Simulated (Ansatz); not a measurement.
In₆P₇H₂₀⁺, a cluster cut from zinc blende InP (hydrogen-capped). The state is a singlet with charge 1. Geometry PBE-D4/def2-SVP, basis def2-TZVP, Ansatz.

Cartesian coordinates in Å:
```
P -0.715 -0.873 3.560
P 2.830 0.020 -3.226
P 0.791 2.024 1.213
P 1.609 -1.650 0.162
P -2.484 -2.331 0.408
P -0.903 0.644 -2.027
P -3.171 1.370 1.420
In 3.915 -0.860 -0.980
In 1.534 -0.252 2.285
In -3.110 -0.982 2.539
In 0.948 1.848 -3.565
In -1.362 2.393 -0.238
In -0.503 -1.785 -1.293
H -0.808 -0.129 4.779
H -0.500 -2.160 4.148
H 2.524 -1.106 -4.057
H 3.940 0.507 -3.991
H 0.954 3.094 2.148
H 1.866 2.357 0.329
H 1.799 -2.986 0.647
H -2.364 -3.694 0.830
H -3.700 -2.475 -0.334
H -2.126 0.599 -2.773
H -3.487 2.318 2.445
H -4.423 1.424 0.730
H 4.228 0.585 -0.061
H 4.836 -2.286 -1.287
H 2.821 -0.142 3.428
H -4.424 -1.462 3.544
H 1.420 3.149 -2.508
H 0.361 1.800 -5.186
H -1.758 4.040 -0.563
H -0.537 -2.998 -2.526
```

| run | HOMO (eV) | LUMO (eV) |
| --- | --- | --- |
| A | -11.80 | -2.80 |
| B | -9.18 | -5.05 |
| C | -9.83 | -4.34 |
| D | -10.99 | -3.42 |
| E | -9.07 | -4.92 |
| F | -8.84 | -5.12 |

In the def2 sets In takes a core potential; there is no spin–orbit coupling. Single mean-field runs in def2-TZVP are fitted with def2-universal-jkfit.

**Question.** The runs used B97M-V, CAM-B3LYP, PBE, PBE0, r2SCAN, ωB97M-V. Estimate which is which.

**Answer.** A ωB97M-V (range-separated); B B97M-V (0 % exact exchange); C PBE0 (25 % exact exchange); D CAM-B3LYP (range-separated); E r2SCAN (0 % exact exchange); F PBE (0 % exact exchange). Exact exchange lowers occupied and raises empty levels; among semilocal functionals meta-GGAs tend to open the gap a little, and such runs are hard to tell apart. The gap grows from 3.73 eV (PBE) to 9.00 eV (ωB97M-V).
